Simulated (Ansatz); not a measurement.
GeMeCl3 (CH3Cl3Ge). The state is a triplet with charge 0. Geometry r2SCAN-D4/def2-SVP, that of the neutral singlet; atoms count from 1.

```xyz
8

Ge    0.078    0.753   -0.276
C    -0.109   -1.046    0.384
H    -1.127   -1.402    0.174
H     0.073   -1.052    1.468
H     0.623   -1.692   -0.121
Cl    2.037    1.535    0.143
Cl   -1.359    2.068    0.633
Cl   -0.216    0.835   -2.405
```

At PBE0-D4/def2-TZVP a singlet of charge 0 lies 6.19 eV below the triplet at the same geometry.

**Question.** Estimate the Mulliken populations from the PBE0/def2-TZVP orbitals of Ansatz.

**Answer.** 
| atom | charge (e) | spin (α − β) |
| --- | --- | --- |
| Ge1 | 0.47 | 0.50 |
| C2 | -0.38 | 0.22 |
| H3 | 0.16 | 0.01 |
| H4 | 0.16 | 0.01 |
| H5 | 0.16 | 0.01 |
| Cl6 | -0.19 | 0.42 |
| Cl7 | -0.19 | 0.42 |
| Cl8 | -0.19 | 0.42 |
Mulliken values depend strongly on the basis.

**Question.** Where does the spin sit?

**Answer.** Summed by element: Ge 0.50, C 0.22, H 0.02, Cl 1.26, of 2 unpaired in all. Largest on single atoms: Ge1 0.50, Cl6 0.42, Cl8 0.42.

**Question.** And the Mayer bond orders between heavy atoms (over 0.3)?

**Answer.** Ge1–C2 0.52 (1.93 Å); Ge1–Cl6 0.79 (2.15 Å); Ge1–Cl7 0.79 (2.15 Å); Ge1–Cl8 0.79 (2.15 Å).
